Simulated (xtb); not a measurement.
xtb input (GFN2-xTB):

```bash
xtb mol.xyz --gfn 2 --ohess tight --chrg -1 --uhf 0
```
mol.xyz:
```
8

C     -1.45567305    -0.09932315    -0.16839668
B      0.11041104     0.10681703    -0.00547785
O      0.80161048     1.26047404    -0.27051364
O      0.78740599    -1.08809513     0.40109882
H     -1.93650316    -0.42794953     0.82588439
H     -1.97001199     0.82661056    -0.47447338
H     -1.71875757    -0.85272851    -0.85244072
H      1.68274497    -0.86976237     0.40004052
```

End of the output:

```
optimized geometry written to: xtbopt.xyz

           -------------------------------------------------
          | TOTAL ENERGY              -13.805230615134 Eh   |
          | TOTAL ENTHALPY            -13.743456683173 Eh   |
          | TOTAL FREE ENERGY         -13.777451996536 Eh   |
          | GRADIENT NORM               0.000143565690 Eh/α |
          | HOMO-LUMO GAP               6.783631593901 eV   |
           -------------------------------------------------

------------------------------------------------------------------------
------------------------------------------------------------------------
 total:
 SCF:
 ANC optimizer:
 analytical hessian:
```

It need not be the lowest isomer of its formula. Whether it binds its extra electron was not tested at this geometry.
